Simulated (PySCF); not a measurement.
Isomers of C6H13BO2, mass 128.101 u with the commonest isotopes. Level of theory: PBE0-D3(BJ)/def2-SVP geometry optimisation, gas phase (PySCF 2.14.0). One conformer each, none proved a minimum here; rigid rotors.

Problem. Order these by radius of gyration √(Σ m r²/M), smallest first.
A. `[CH3:1][O:2][BH:3][C:4]1([O:5][CH3:6])[CH2:7][CH2:8][CH2:9]1` with C1–O2–B3–C4 174°, O2–B3–C4–O5 160°, B3–C4–O5–C6 -67°, B3–C4–C7–C8 -91°, C4–C7–C8–C9 -18°, C7–C8–C9–C4 18°, B3–C4–C9–C8 99°
B. `[CH3:1]/[CH:2]=[CH:3]\[CH2:4][B:5]([O:6][CH3:7])[O:8][CH3:9]` with C2–C3–C4–B5 104°, C3–C4–B5–O6 3°, C4–B5–O6–C7 179°, C4–B5–O8–C9 1°
C. `CC(C)(C)B1OCCO1`
D. `[CH3:1][C:2]1([CH3:3])[O:4][BH:5][O:6][C:7]1([CH3:8])[CH3:9]` with C1–C2–O4–B5 97°, C2–O4–B5–O6 9°, O4–B5–O6–C7 9°, B5–O6–C7–C8 -144°
E. `[CH2:1]=[C:2]([CH3:3])[CH2:4][O:5][B:6]([CH3:7])[O:8][CH3:9]` with C1–C2–C4–O5 0°, C2–C4–O5–B6 -135°, C4–O5–B6–C7 179°, O5–B6–O8–C9 179°
F. `[CH3:1][CH2:2]/[CH:3]=[CH:4]/[B:5]([O:6][CH3:7])[O:8][CH3:9]` with C1–C2–C3–C4 -124°, C3–C4–B5–O6 -1°, C4–B5–O6–C7 180°, C4–B5–O8–C9 -1°
G. `[CH3:1]/[CH:2]=[CH:3]/[CH2:4][B:5]([O:6][CH3:7])[O:8][CH3:9]` with C2–C3–C4–B5 126°, C3–C4–B5–O6 11°, C4–B5–O6–C7 179°, C4–B5–O8–C9 3°

Solution. D (1.841 Å), C (2.086 Å), A (2.144 Å), B (2.381 Å), E (2.466 Å), G (2.555 Å), F (2.591 Å).

Problem. Order these by rotational constant B, largest first.
A. `[CH3:1]/[CH:2]=[CH:3]\[CH2:4][B:5]([O:6][CH3:7])[O:8][CH3:9]` with C2–C3–C4–B5 104°, C3–C4–B5–O6 3°, C4–B5–O6–C7 179°, C4–B5–O8–C9 1°
B. `[CH3:1][C:2]1([CH3:3])[O:4][BH:5][O:6][C:7]1([CH3:8])[CH3:9]` with C1–C2–O4–B5 97°, C2–O4–B5–O6 9°, O4–B5–O6–C7 9°, B5–O6–C7–C8 -144°
C. `[CH3:1][CH2:2]/[CH:3]=[CH:4]/[B:5]([O:6][CH3:7])[O:8][CH3:9]` with C1–C2–C3–C4 -124°, C3–C4–B5–O6 -1°, C4–B5–O6–C7 180°, C4–B5–O8–C9 -1°
D. `CC(C)(B1OCCO1)C`
E. `[CH2:1]=[C:2]([CH3:3])[CH2:4][O:5][B:6]([CH3:7])[O:8][CH3:9]` with C1–C2–C4–O5 0°, C2–C4–O5–B6 -135°, C4–O5–B6–C7 179°, O5–B6–O8–C9 179°
F. `[CH3:1][O:2][BH:3][C:4]1([O:5][CH3:6])[CH2:7][CH2:8][CH2:9]1` with C1–O2–B3–C4 174°, O2–B3–C4–O5 160°, B3–C4–O5–C6 -67°, B3–C4–C7–C8 -91°, C4–C7–C8–C9 -18°, C7–C8–C9–C4 18°, B3–C4–C9–C8 99°

Solution. B (1757 MHz), F (1271 MHz), D (1147 MHz), A (949.1 MHz), E (786.4 MHz), C (753.7 MHz).

Problem. Order these by out-of-plane moment Σ m c² = (Ia + Ib − Ic)/2, smallest first.
A. `[CH3:1][C:2]1([CH3:3])[O:4][BH:5][O:6][C:7]1([CH3:8])[CH3:9]` with C1–C2–O4–B5 97°, C2–O4–B5–O6 9°, O4–B5–O6–C7 9°, B5–O6–C7–C8 -144°
B. `[CH3:1]/[CH:2]=[CH:3]/[CH2:4][B:5]([O:6][CH3:7])[O:8][CH3:9]` with C2–C3–C4–B5 126°, C3–C4–B5–O6 11°, C4–B5–O6–C7 179°, C4–B5–O8–C9 3°
C. `[CH2:1]=[C:2]([CH3:3])[CH2:4][O:5][B:6]([CH3:7])[O:8][CH3:9]` with C1–C2–C4–O5 0°, C2–C4–O5–B6 -135°, C4–O5–B6–C7 179°, O5–B6–O8–C9 179°
D. `O1B(OCC1)C(C)(C)C`
E. `[CH3:1][CH2:2]/[CH:3]=[CH:4]/[B:5]([O:6][CH3:7])[O:8][CH3:9]` with C1–C2–C3–C4 -124°, C3–C4–B5–O6 -1°, C4–B5–O6–C7 180°, C4–B5–O8–C9 -1°
F. `[CH3:1]/[CH:2]=[CH:3]\[CH2:4][B:5]([O:6][CH3:7])[O:8][CH3:9]` with C2–C3–C4–B5 104°, C3–C4–B5–O6 3°, C4–B5–O6–C7 179°, C4–B5–O8–C9 1°
G. `[CH3:1][O:2][BH:3][C:4]1([O:5][CH3:6])[CH2:7][CH2:8][CH2:9]1` with C1–O2–B3–C4 174°, O2–B3–C4–O5 160°, B3–C4–O5–C6 -67°, B3–C4–C7–C8 -91°, C4–C7–C8–C9 -18°, C7–C8–C9–C4 18°, B3–C4–C9–C8 99°

Solution. B (16.71 u·Å²), E (17.55 u·Å²), C (26.87 u·Å²), F (51.54 u·Å²), G (52.61 u·Å²), D (58.47 u·Å²), A (105.01 u·Å²).

```tsv
SMILES	point group	Ia (u·Å²)	Ib (u·Å²)	Ic (u·Å²)	κ	μa (D)	μb (D)	μc (D)
C=C(C)COB(C)OC	C1	162.99	642.64	751.89	-0.91	1.23	1.33	0.21
CC(C)(C)B1OCCO1	near Cs	175.58	440.53	499.17	-0.86	2.09	0.01	0.11
C/C=C/CB(OC)OC	C1	210.41	642.41	819.40	-0.81	1.28	0.94	0.15
C/C=C\CB(OC)OC	C1	245.49	532.50	674.91	-0.69	1.28	1.22	0.37
CC/C=C/B(OC)OC	C1	206.85	670.53	842.28	-0.83	0.03	1.02	0.00
CC1(C)OBOC1(C)C	C2	251.67	287.56	329.20	-0.06	0.00	2.61	0.00
COBC1(OC)CCC1	C1	243.78	397.64	536.21	-0.42	2.06	0.52	0.67
```
